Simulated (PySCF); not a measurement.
Computed shifts of a molecule C8H11FS, PBE0/pcSseg-1 in PySCF, GIAO, gas phase, equivalent atoms averaged, in ppm (number of nuclei): ¹³C: 169.8 (1), 167.0 (1), 119.3 (1), 112.7 (1), 39.2 (1), 38.4 (1), 38.4 (1), 32.4 (1). ¹⁹F: -139.1 (1). ¹H: 6.86 (1), 6.85 (1), 1.61 (9). References: ¹³C against TMS (σ = 186.3 ppm); ¹⁹F against CFCl3 (σ = 167.2 ppm); ³³S against H2S (σ = 716.7 ppm); ¹H against TMS (σ = 31.56 ppm), references at their B3LYP-D3(BJ)/def2-TZVP geometries, non-relativistic. Geometry optimised at B3LYP-D3(BJ)/def2-SVP. One conformer was computed; it need not be the lowest.

Task: Which molecule gave these data?
A) CC(C)(C)c1cscc1F
B) CC(C)(C)c1cc(F)cs1
C) CC(C)(C)c1ccsc1F
D) CC(C)(C)c1ccc(F)s1

Result: B, CC(C)(C)c1cc(F)cs1
